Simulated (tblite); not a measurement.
A tight-binding relaxation on `C1CCC(C1)B1NCCN1`.

Computed with GFN2-xTB geometry optimisation, gas phase (tblite 0.8.0). Start geometry: from a force field or distance geometry. The input is one job of a driver script: a line of settings, then coordinates in Å.

Command:
```bash
OMP_NUM_THREADS=1 python probes_run.py task.json out
```

Input:
```
{"job": {"kind": "relax", "xc": "GFN2-xTB", "basis": "xTB"}, "charge": 0, "multiplicity": 1}
C      2.861700    -0.659000    -0.365600
C      2.815700     0.551400     0.569700
C      1.367500     0.949100     0.731100
C      0.644300     0.334900    -0.471600
B     -0.921400     0.092500    -0.198400
N     -1.451400    -0.721300     0.948500
C     -2.871800    -0.404900     0.902800
C     -3.197700     0.231600    -0.452400
N     -1.975100     0.771400    -1.034800
C      1.403400    -0.961800    -0.734500
H      3.322100    -1.537100     0.124200
H      3.429500    -0.405600    -1.277600
H      3.251000     0.287900     1.579000
H      3.408100     1.386100     0.139400
H      0.963400     0.553400     1.689200
H      1.241400     2.060000     0.742100
H      0.759800     1.005800    -1.337600
H     -1.319100    -1.731100     0.691400
H     -3.104100     0.320300     1.723500
H     -3.481600    -1.319300     1.081300
H     -3.983500     1.023300    -0.340000
H     -3.604600    -0.551300    -1.139000
H     -1.921500     1.801500    -0.792400
H      1.031400    -1.797600    -0.096400
H      1.321900    -1.255900    -1.802800
```

Output:
```
step      E/eV     max force
  0    -808.98721    2.952
  1    -809.36683    2.043
  2    -809.56648    0.978
  3    -809.66481    0.787
  4    -809.72799    0.821
  5    -809.79723    0.877
  6    -809.89254    1.023
  7    -809.96138    0.662
  8    -810.00603    0.339
  9    -810.02316    0.345
... (68 lines left out)
 78    -810.32232    0.021
 79    -810.32240    0.018
 80    -810.32247    0.020
 81    -810.32254    0.022
 82    -810.32259    0.021
 83    -810.32262    0.016
 84    -810.32264    0.012
 85    -810.32267    0.010
 86    -810.32271    0.013
 87    -810.32273    0.009
```

«max force» is the largest atomic force in eV/Å.

Q: From which step on does the largest force stay under 0.1 eV/Å, and how much energy is left to gain from there?

A: From step 36 (0.072 eV/Å), 11.7 meV above the end.

In short: energy lowered by 30.8 kcal/mol over 87 steps; largest atomic force 0.009 eV/Å at the end.

Q: How long does this job take on one thread, Arm Neoverse N1 (aarch64), shared host with 64 logical CPUs at a one-minute load of 61?

A: About 1.4 s.
Labels such as C1 count atoms from 1, the log's own numbers from 0.
